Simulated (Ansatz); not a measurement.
Ansatz (an electronic-structure program) input:

Ansatz 0.2 input:
```yaml
crystal:
  periodic: [false, false, false]
  atoms:
    - {symbol: In, position_ang: [-0.18986310, -0.53750673, -0.44199326]}
    - {symbol: Br, position_ang: [2.49361020, -0.20855106, -0.53466482]}
    - {symbol: Br, position_ang: [-0.89118641, -1.03643502, 2.12346300]}
    - {symbol: Br, position_ang: [-1.35262595, 1.78624738, -1.19756009]}
basis:
  gaussian:
    orbitals: def2-TZVP
hamiltonian:
  xc: b3lyp
  dispersion: d3bj
total_charge: -1
magnetization: {spin_polarized: true, initial_magnetization: 1}
relax: {f_tol: 0.002, max_steps: 150}
```

Which total energy does the run end on?

-7913.02815 Eh (B3LYP-D3(BJ)/def2-TZVP). The basis has 194 functions.
